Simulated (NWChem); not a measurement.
Species: SiN$_{2}$H$_{4}$ClF; SMILES N[Si](F)(Cl)N

```xyz
9

N     -0.4841    -1.2370    -1.3309
Si     0.0018    -0.3516     0.0417
N      1.6241    -0.7202     0.3935
F     -1.0853    -0.7127     1.1746
Cl    -0.0690     1.7233    -0.0984
H      0.0552    -1.1754    -2.1853
H     -1.4690    -1.3816    -1.5161
H      1.9158    -1.6865     0.4727
H      2.2001    -0.0930     0.9392
```
Atoms are numbered in this order, from 1.

Computed with NWChem. Geometry optimised at B3LYP/6-31G*; all other runs use it. Pople sets run with spherical d functions.

```csv
quantity,level,value
solvation free energy (kcal/mol) in water,"B3LYP/6-31G*, SMD",-5.4
"anisotropy (bohr³), static",PBE/def2-SVPD,11.6
"vertical, lowest excitation, singlet (eV)","PBE/def2-SVPD, TDA",6.15
−ε(HOMO) (eV),PBE/def2-SVP,6.23
dipole (D),B3LYP/6-31G*,2.72
highest harmonic frequency (cm⁻¹),B3LYP/6-31G*,3678
```
